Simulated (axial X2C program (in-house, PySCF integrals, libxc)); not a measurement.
**Nuclear properties of HInH**

Computed with an in-house all-electron X2C program for linear molecules (integrals from PySCF): two-component X2C with atomic mean-field Coulomb and Gaunt terms, Gaussian nuclei, basis H dyall-v3z, In dyall-v3z with contracted cores.

H–In–H held linear, with bonds 1.667 and 1.667 Å (near the PBE0 minimum at charge 0 of the determinant lowest at the starting distance; the state shown can have its own minimum elsewhere, held linear; other orders of the atoms were not compared).

Determinant lowest in the PBE0 search, Ω = 1/2 (⟨Sz⟩ = -0.50, ⟨Lz⟩ = 1.00 at PBE0), spin on the atoms H 0.02, In -0.55, H 0.02:

```json
{"level": "PBE0", "A∥/gI H (MHz)": "16.7", "qzz H (a.u.)": "0.11", "A∥/gI In (MHz)": "1090", "qzz In (a.u.)": "-5.13"}
{"level": "HF", "A∥/gI H (MHz)": "32.4", "qzz H (a.u.)": "0.12", "A∥/gI In (MHz)": "65.2", "qzz In (a.u.)": "-6.45"}
{"level": "TPSSh", "A∥/gI H (MHz)": "15.8", "qzz H (a.u.)": "0.11", "A∥/gI In (MHz)": "1080", "qzz In (a.u.)": "-4.87"}
```

Determinant 0.20 eV from it at PBE0 and this distance, Ω = 3/2 (⟨Sz⟩ = 0.50, ⟨Lz⟩ = 1.00 at PBE0), spin on the atoms H -0.02, In 0.55, H -0.02:

```csv
level,A∥/gI H (MHz),qzz H (a.u.),A∥/gI In (MHz),qzz In (a.u.)
PBE0,-2.22,0.11,449,-5.57
HF,-7.46,0.12,675,-6.87
TPSSh,-1.92,0.11,463,-5.30
```

A∥ (defined per Ω) follows by multiplying with gI = μI/(I μN); qzz is the electric field gradient, eQq0 = 234.96 MHz × Q/barn × qzz. The operators were transformed with the bare-nucleus X2C matrices; with these basis sets, hyperfine constants and field gradients can be off by tens of per cent, and where levels differ in sign neither size nor sign is settled.

Question: With Q(115In) = 0.772 barn (Q from Pyykkö, Mol. Phys. 2018), turn the PBE0 values of the first state into constants in MHz.

Answer: eQq0(115In) = 234.96 × (0.772) × (-5.13) = -931 MHz.

The molecule was held linear; bending was not examined, so a bent shape may lie lower.

Each state is one determinant with collinear spin. Unrestricted Hartree–Fock can overshoot spin polarisation at the nuclei. The search compared states at one distance, so a state with another bond length can lie lower. Where a field gradient or hyperfine factor spreads by more than a factor of two over the levels, a constant derived from it is not to be relied on. PBE0 term energies can be off by some tenths of an eV.
